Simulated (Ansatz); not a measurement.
`C[C@H]1B[C@@H]1F` → `B/C(C)=C/F`  (isomerisation)

Computed with Ansatz on PBE0-D4/def2-TZVP structures; ΔE is electronic, products minus reactants. CCSD(T)/CBS adds triple-zeta CCSD(T) − MP2 to the extrapolated MP2 energy (def2 sets, frozen cores). Functionals use def2-TZVPP. B3LYP here is the variant with VWN-RPA as its local correlation; programs differ in this.

Question: Is it downhill or uphill in electronic energy at CCSD(T)/CBS, and by how much? (An estimate is asked.)

Answer: Ansatz gave: Downhill: ΔE = -1.13 eV.

Question: What do these levels give: ωB97X-V, ωB97M-V, B2PLYP, PBE, PBE0, B3LYP, HF/def2-TZVPP, MP2/def2-TZVPP, SCS-MP2/def2-TZVPP, CCSD(T)/def2-TZVPP, SCS-MP2/def2-QZVPP, HF/CBS(def2)? (Best estimate.)

Answer: Computed: ωB97X-V -0.99, ωB97M-V -1.05, B2PLYP -1.18, PBE -1.01, PBE0 -0.97, B3LYP -1.18, HF/def2-TZVPP -1.31, MP2/def2-TZVPP -1.13, SCS-MP2/def2-TZVPP -1.18, CCSD(T)/def2-TZVPP -1.17, SCS-MP2/def2-QZVPP -1.16, HF/CBS(def2) -1.31 eV.

Largest T1 diagnostic among the species: 0.012.

In def2-TZVPP, CCSD(T) changes the Hartree–Fock value by +0.14 eV (the triples alone add −0.03 eV) and MP2 by +0.18 eV. From PBE to PBE0 (25 % exact exchange), in def2-TZVPP and without D4, ΔE moves by +0.04 eV.
